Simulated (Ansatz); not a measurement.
`[CH3][Al]([OH])[SiH2]F` + `BC(=C)C` → `[CH3][Al]([OH])[SiH3]` + `B/C(C)=C/F`  (redistribution)

Computed with Ansatz on PBE0-D4/def2-TZVP structures; ΔE is electronic, products minus reactants. CBS: MP2 limit from def2 TZ/QZ plus the TZ coupled-cluster correction, frozen cores. Functionals use def2-TZVPP. One conformer a species, not always the lowest.

`[CH3][Al]([OH])[SiH2]F`:

```xyz
11

C    -0.618    0.399   -1.932
Al   -0.506   -0.258   -0.107
O    -1.766   -1.238    0.475
Si    1.342    0.216    1.466
F     1.032   -0.527    2.870
H    -1.529    0.053   -2.425
H     0.238    0.065   -2.527
H    -0.610    1.493   -1.961
H    -1.775   -1.596    1.362
H     1.519    1.666    1.776
H     2.674   -0.273    1.004
```

`BC(=C)C`:

Cartesian coordinates in Å:
```
B 0.399 -0.418 1.458
C 0.139 -0.029 -0.010
C 1.180 -0.081 -0.855
C -1.224 0.389 -0.479
H -0.480 -0.407 2.273
H 1.502 -0.741 1.793
H 1.090 0.173 -1.910
H 2.163 -0.382 -0.508
H -1.960 -0.396 -0.282
H -1.567 1.274 0.066
H -1.244 0.617 -1.547
```

`[CH3][Al]([OH])[SiH3]`:

```xyz
11

C    -1.870    0.729    0.298
Al    0.043    0.407    0.418
O     0.915    1.338    1.545
Si    1.259   -1.240   -0.947
H    -2.194    1.494    1.007
H    -2.437   -0.185    0.500
H    -2.152    1.054   -0.708
H     1.858    1.249    1.673
H     0.712   -2.617   -0.765
H     1.154   -0.930   -2.404
H     2.714   -1.300   -0.618
```

`B/C(C)=C/F`:

```xyz
11

B     0.191   -1.564   -0.111
C    -0.086   -0.070    0.029
C     0.906    1.004   -0.302
C    -1.314    0.210    0.482
F    -1.757    1.448    0.677
H    -0.662   -2.354    0.176
H     1.250   -1.962   -0.503
H     1.817    0.876    0.289
H     1.202    0.938   -1.352
H     0.517    2.006   -0.119
H    -2.063   -0.533    0.733
```

Q: Is it downhill or uphill in electronic energy at CCSD(T)/CBS, and by how much? (Estimate.)

A: The calculation gave: Uphill: ΔE = +41.4 kcal/mol.

Q: What do these levels give: LDA (SPW92), BLYP-D4, r2SCAN0-D4, BHLYP-D4, ωB97X-V, ωB97M-V, PBE-QIDH, BLYP, RPA@PBE/def2-TZVPP, MP2/def2-SVP, CCSD/def2-TZVPP, HF/CBS(def2)? (An estimate is asked.)

A: Ansatz gave: LDA (SPW92) 31.6, BLYP-D4 37.4, r2SCAN0-D4 38.0, BHLYP-D4 41.0, ωB97X-V 38.0, ωB97M-V 38.6, PBE-QIDH 39.0, BLYP 37.4, RPA@PBE/def2-TZVPP 38.6, MP2/def2-SVP 34.8, CCSD/def2-TZVPP 40.6, HF/CBS(def2) 43.4 kcal/mol.

Largest T1 diagnostic among the species: 0.013.

From BLYP to BHLYP (50 % exact exchange), in def2-TZVPP and without D4, ΔE moves by +3.5 kcal/mol. In def2-TZVPP, CCSD(T) changes the Hartree–Fock value by −3.1 kcal/mol (the triples alone add −0.9 kcal/mol) and MP2 by −1.0 kcal/mol. Leaving LDA and LC-ωPBE aside and taking each functional with its dispersion term where it has one, the values, not all of them listed here, spread over 6.8 kcal/mol, from PBE-D4 to BHLYP-D4. LDA lies −2.6 kcal/mol from PBE without D4.
